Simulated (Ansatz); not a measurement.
CH5O (SMILES C[OH2+]), charge +1, singlet, geometry from GFN2-xTB; CCSD/3-21G (Ansatz, an electronic-structure program).

Here is a job for Ansatz.
Ansatz 0.2 input:
```yaml
crystal:
  periodic: [false, false, false]
  atoms:
    - {symbol: C, position_ang: [-0.01927668, 0.75112854, 0.00090995]}
    - {symbol: O, position_ang: [-0.01945091, -0.71002909, 0.07309383]}
    - {symbol: H, position_ang: [-1.05393514, 1.08479565, 0.06211764]}
    - {symbol: H, position_ang: [0.89956319, -1.05604335, 0.06619891]}
    - {symbol: H, position_ang: [0.52546643, 1.12435414, 0.86667889]}
    - {symbol: H, position_ang: [0.43988827, 1.11244731, -0.91822338]}
    - {symbol: H, position_ang: [-0.53971541, -1.09209225, -0.66698245]}
basis:
  gaussian:
    orbitals: 3-21G.json
total_charge: 1
magnetization: {spin_polarized: false}
correlation: {method: ccsd}
```
The basis file holds 3-21G in the JSON format of the Basis Set Exchange.

What the program printed (banner, timings and long lists left out):

```
Functional definition: HF
309 factors; integrals over basis functions are off by at most 1.0e-3 eV
mean field evaluation 1: about -3119.3238 eV, gradient 3.5e1 eV
mean field evaluation 2: about -3119.3109 eV, gradient 3.5e1 eV
mean field evaluation 4: about -3121.4808 eV, gradient 1.9e0 eV
mean field evaluation 8: about -3121.4905 eV, gradient 7.6e-5 eV
mean field evaluation 16: about -3121.4896 eV, gradient 5.6e-1 eV
mean field -3121.49054475 eV, -114.7126616972 hartree, gradient 2.8e-6 eV, S^2 0.000000; 0 other end points of the search recorded, 0 dependent functions left out
2 core orbitals not correlated
reference -3121.49054475 eV, -114.7126616972 hartree; 7, 7 occupied and 19, 19 virtual orbitals, 309 factors
second order -5.76932129 eV of doubles, -0.00000000 eV of singles
cycle   1  -6.09383259 eV  change   -3.2e-1 eV  update   5.2e-2
cycle   2  -6.32382355 eV  change   -2.3e-1 eV  update   1.8e-2
cycle   3  -6.35256664 eV  change   -2.9e-2 eV  update   4.7e-3
cycle   4  -6.35368589 eV  change   -1.1e-3 eV  update   1.1e-3
cycle   5  -6.35417698 eV  change   -4.9e-4 eV  update   3.5e-4
cycle   6  -6.35407196 eV  change    1.1e-4 eV  update   1.1e-4
cycle   7  -6.35404917 eV  change    2.3e-5 eV  update   3.3e-5
cycle   8  -6.35405043 eV  change   -1.3e-6 eV  update   9.9e-6
Total energy: -3127.84459517 eV, -114.9461687435 hartree
```
